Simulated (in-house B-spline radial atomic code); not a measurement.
**The vanadium ion V³⁺: [Ar] 3d1 4f1 (an excited or competing configuration)**

Computed with a radial B-spline atomic code at the basis-set limit: non-relativistic HSE06, spin-polarised, spherical fractional occupations, exact exchange averaged over the configuration, point nucleus.

Z_r = [3n² - l(l+1)]/(2<r>); Z_e = n√(-2ε); the last column is Slater's effective charge. Values are occupation-weighted means over spin.

```tsv
shell	electrons	ε (eV)	<r> (bohr)	Z_r	Z_e	Slater
1s	2	-5413.7	0.06703	22.38	19.95	22.70
2s	2	-658.87	0.3103	19.34	13.92	18.85
2p	6	-562.57	0.2748	18.20	12.86	18.85
3s	2	-119.38	0.9287	14.54	8.89	11.75
3p	6	-91.776	0.9719	12.86	7.79	11.75
3d	1	-51.148	1.077	9.75	5.82	5.00
4f	1	-12.22	4.265	4.22	3.79	4.00
```

The least bound orbital is 4f up at -12.22 eV, and it is also the most diffuse (<r> = 4.265 bohr).
